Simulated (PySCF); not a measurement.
**Working with the constants of NaCd**

UHF-CCSD(T) constants of NaCd, ²Σ⁺ (doublet), unpaired electrons σ ↑ (Na def2-SVP, Cd def2-SVP with ECP28; scalar-relativistic core potentials (PySCF 2.14); masses 22.9898 and 113.9034 u):

| Quantity | Value |
| --- | --- |
| ωe | 45.9 cm⁻¹ |
| ωexe | 2.31 cm⁻¹ |
| Be | 0.066177 cm⁻¹ |
| αe | 0.00274 cm⁻¹ |
| D (centrifugal) | 5.49e-07 cm⁻¹ |
| De to Na + Cd | 0.052 eV |

Q: Give the vibrational terms G(v) and spacings up to v = 2.

A: G(v) = ωe(v+½) − ωexe(v+½)².

```json
{"v": "0", "G(v) (cm⁻¹)": "22", "G(v) − G(v−1)": "", "Bv (cm⁻¹)": "0.06481"}
{"v": "1", "G(v) (cm⁻¹)": "64", "G(v) − G(v−1)": "41", "Bv (cm⁻¹)": "0.06207"}
{"v": "2", "G(v) (cm⁻¹)": "100", "G(v) − G(v−1)": "37", "Bv (cm⁻¹)": "0.05933"}
```

Q: How well does the Morse estimate ωe²/(4ωexe) reproduce De, and what is D0?

A: It gives 0.028 eV, 54 % of the computed De. D0 = De − G(0) = 0.052 − 0.003 = 0.049 eV.

Correlated steps freeze 1 core orbital. The bond is weak. Basis-set superposition, not corrected here, can be much of De in a small basis, most of all at correlated wavefunction levels. Spin–orbit coupling is left out. The state is the lowest determinant that a PBE0 search found; another state may lie lower at other levels.
